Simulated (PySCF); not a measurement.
Species: SnHMe2(OtBu), C₆H₁₆OSn.
Geometry (PBE0-D3(BJ)/def2-SVP, Å), atoms numbered from 1 in this order:
```xyz
24
C6H16OSn angstrom
Sn     0.6594    1.5468    0.0058
H      0.6204    1.7761    1.7150
C      2.6356    1.0778   -0.6887
H      3.0834    0.2925   -0.0643
H      3.2758    1.9715   -0.6555
H      2.5760    0.7181   -1.7258
C     -0.2340    3.1672   -1.0669
H     -0.3284    2.8875   -2.1255
H      0.3838    4.0730   -0.9872
H     -1.2343    3.3757   -0.6633
O     -0.5310    0.0211   -0.5019
C     -0.7509   -1.1509    0.2505
C     -1.6449   -0.8375    1.4512
C     -1.4582   -2.1212   -0.6926
C      0.5726   -1.7557    0.7228
H     -1.8917   -1.7441    2.0255
H     -1.1460   -0.1316    2.1343
H     -2.5820   -0.3753    1.1059
H     -2.3904   -1.6670   -1.0597
H     -1.6995   -3.0720   -0.1928
H     -0.8179   -2.3300   -1.5624
H      1.0936   -1.0707    1.4138
H      1.2321   -1.9472   -0.1377
H      0.4190   -2.7047    1.2595
```

Method: TDDFT CAM-B3LYP/def2-SVPD, vertical, gas phase, core orbitals frozen in the response, def2 core potentials past Kr (PySCF 2.14.0, density-fitted response routines). Spin–orbit coupling is left out.

Ground-to-excited transition dipoles (e·a0, same axes as the geometry; the sign carries no meaning), for the states with f of 0.002 or more among the lowest 7:

```tsv
state	E (eV)	μx	μy	μz
S1	6.345	0.196	-0.188	-0.180
S2	6.911	-0.546	0.364	0.097
S3	7.092	0.569	0.587	0.370
S4	7.169	0.288	-0.153	-0.062
S5	7.306	0.522	0.197	-0.094
S6	7.489	-0.031	-0.337	0.200
S7	7.655	0.210	-0.155	0.268
```

Problem. Work out the oscillator strengths.

Solution. f = (2/3) ΔE |μ|² with ΔE in hartree (27.2114 eV).

```tsv
state	|μ|² (au)	|μ| (D)	f
S1	0.106	0.83	0.017
S2	0.440	1.69	0.074
S3	0.806	2.28	0.140
S4	0.110	0.84	0.019
S5	0.321	1.44	0.057
S6	0.155	1.00	0.028
S7	0.140	0.95	0.026
```

Problem. What angle do the transition dipoles of S4 and S7 make?

Solution. |cos θ| = |μa·μb| / (|μa| |μb|) = 0.54, so θ ≈ 57° (taken between 0 and 90°, since the signs are arbitrary).

Problem. What peak molar absorption coefficient would the strongest computed level give as a lone Gaussian band 0.5 eV wide at half height?

Solution. ε(max) = 2.175×10⁸ f / FWHM, with the width in cm⁻¹. S3: 2.175×10⁸ × 0.1400 / 4033 ≈ 7500 L mol⁻¹ cm⁻¹.

One conformer stands for the species.
